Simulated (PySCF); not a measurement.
**How the method changes the constants of MgPb**

State: ³Σ⁻ (triplet), unpaired electrons π ↑↑. Set-up: Mg cc-pVDZ, Pb cc-pVDZ-PP with ECP60; scalar-relativistic core potentials (PySCF 2.14). De refers to Mg + Pb in their high-spin ground configurations, without counterpoise correction. The functionals are run spin-unrestricted. A positive dipole means Mg(−)Pb(+). Levels whose curve was spin-contaminated or gave no clean fit are not listed.

```csv
Level,Re (Å),ωe (cm⁻¹),De (eV),μ (D)
ROHF,3.133,104,0.160,-2.53
ROHF-MP2,2.835,197,0.62,n/a
ROHF-SCS-MP2,2.881,177,0.487,n/a
ROHF-CCSD,2.882,185,0.53,n/a
ROHF-CCSD(T),2.858,196,0.62,n/a
PBE,2.825,206,0.94,-2.30
TPSS,2.818,208,0.91,-2.34
PBE0,2.823,204,0.84,-2.60
HSE06,2.826,204,0.87,-2.61
MN15,2.822,202,0.92,-2.72
```

(1) Which functional lies closest to ROHF-CCSD(T) in De, which farthest, and by how much do they differ from it?

(2) What does a quarter of exact exchange do here, going from PBE to PBE0?

(3) What does second-order correlation do here, going from ROHF to ROHF-MP2?

Correlated steps freeze 5 core orbitals. Correlated levels converge slowly with the basis: in double zeta they bind strong bonds too weakly, by up to about 1 eV, and carry superposition errors of some tenths. Spin–orbit coupling is left out, which matters for elements this heavy, above all for dissociation energies. UHF is strongly spin-contaminated for MgPb, so the ROHF reference used there is far from stable. The state is the lowest determinant that a PBE0 search found; another state may lie lower at other levels.

The whole job (state search and all levels along the bond) took about 1.3 min on 1 thread of Intel Xeon 6975P-C (shared host), peak memory 0.49 GiB.

## Answers

(1) Closest is PBE0 (-3.5 pm in Re, +4.1 % in ωe, +0.22 eV in De against ROHF-CCSD(T) in the same basis), farthest PBE (-3.3 pm in Re, +5.1 % in ωe, +0.32 eV in De). CCSD(T) converges more slowly with the basis than the functionals do and binds too weakly in this one, so the order can change at the basis-set limit.

(2) PBE0 less PBE: -0.2 pm in Re, -1.0 % in ωe, -0.10 eV in De. Exact exchange removes part of the self-interaction that spreads semilocal densities, and in most molecules shortens and stiffens the bond and lowers De; here ωe goes the other way.

(3) ROHF-MP2 less ROHF: -29.8 pm in Re, +89.4 % in ωe, +0.46 eV in De. Correlation nearly always deepens the well. The bond shortens, as in weak, metallic or heavy-atom bonds, where dispersion and the correlation of outer-core electrons pull the atoms together.
